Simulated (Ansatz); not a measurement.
Isomers of C₄H₉Cl₃Si (singlet), relaxed with PBE-D4/def2-SVP; total energies from Ansatz at PBE-QIDH/def2-TZVP.

| isomer | description | energy (Eh) |
| --- | --- | --- |
| A | Si(tBu)Cl3 (C4H9Cl3Si) | -1827.09496 |
| B | SiCl3(nBu) (C4H9Cl3Si) | -1827.09390 |

Correlated methods freeze 24 core orbitals.

Problem. Work out the relative energies (1 Eh = 2625.5 kJ/mol) and the Boltzmann populations at 800 K from electronic energies alone (R = 8.314 J/mol/K).

Solution. ΔE: A 0.0, B 2.8 kJ/mol. RT = 6.65 kJ/mol. Factors exp(−ΔE/RT): A 1, B 0.656; sum 1.656. Populations: A 60.4 %, B 39.6 %. Zero-point energy, vibrational entropy and symmetry numbers are left out and can shift these; an error of 4 kJ/mol changes a ratio by a factor of 1.8. Over the other density-functional and correlated levels in def2 sets, the gap between A and B ranges from 0 to 13 kJ/mol.
